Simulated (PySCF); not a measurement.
The group X on SiH2(OH)-X is varied. Isolated molecules, 0 K electronic values unless said otherwise. One relaxed conformer stands for each flexible species; it need not be the lowest. Strings in code marks are SMILES.

Excitations are Tamm–Dancoff values on a coarser integration grid. The basis has no diffuse functions, so Rydberg states are missing or too high.

A: X = fluoromethyl (`O[SiH2]CF` (H–O–Si–C torsion 60°, O–Si–C–F torsion -60°))
B: X = AlH2 (`O[SiH2][AlH2]`)
C: X = difluoromethyl
D: X = formyl
E: X = methylsulfinyl
F: X = methylthio (`CS[SiH2]O` (C–S–Si–O torsion 152°, S–Si–O–H torsion -50°))

**Question.** Order them by HOMO–LUMO gap (lowest first) at the level PBE-D3(BJ)/def2-TZVP // PBE0-D4/def2-TZVP run with PySCF.

**Answer.** D (2.93 eV), B (3.23 eV), E (4.18 eV), F (4.75 eV), C (5.86 eV), A (6.06 eV)
